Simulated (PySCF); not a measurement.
Delta-SCF ions had no search for a lower state. Excitations are Tamm–Dancoff values on a coarser integration grid. The basis has no diffuse functions, so Rydberg states are missing or too high.

**C₈H₉FSi, SMILES `Fc1ccc([SiH3])c(c1)C=C` (C–C–C–C torsion 20°) (charge 0, multiplicity 1)**

These are PBE0-D3(BJ)/def2-TZVP // PBE0-D3(BJ)/def2-SVP run with PySCF values and carry that method's errors.

| Item | Value |
|---|---|
| HOMO | -6.93 eV |
| dipole moment | 0.50 D |
| HOMO–LUMO gap | 5.39 eV |
| LUMO | -1.53 eV |
| S1 excitation (TDA) | 4.76 eV |
| S1 oscillator strength | 0.034 |
| brightest of the four lowest singlets (TDA) | 5.17 eV |
| T1 excitation (TDA) | 3.14 eV |
| S1–T1 gap (TDA) | 1.62 eV |
| vertical ionisation energy (Delta-SCF) | 8.53 eV |
| total energy | -19025.17 eV |
| cost | about 19 core-minutes (a rough figure) |

```xyz
19

C     -0.8725     2.8099     0.2396
C     -1.0246     1.4814     0.2793
C      0.0420     0.4734     0.1838
C      1.3753     0.8206     0.4417
C      2.3729    -0.1343     0.3330
F      3.6315     0.2172     0.5860
C      2.0946    -1.4487    -0.0211
C      0.7697    -1.7946    -0.2690
C     -0.2722    -0.8606    -0.1710
Si    -2.0252    -1.4289    -0.5517
H      0.1051     3.2828     0.1113
H     -1.7348     3.4751     0.3216
H     -2.0428     1.0876     0.3814
H      1.6502     1.8310     0.7483
H      2.9061    -2.1749    -0.0900
H      0.5439    -2.8278    -0.5466
H     -2.9369    -1.2514     0.6216
H     -2.6168    -0.6769    -1.7005
H     -1.9656    -2.8808    -0.8977
```
Charge 0, spin multiplicity 1.
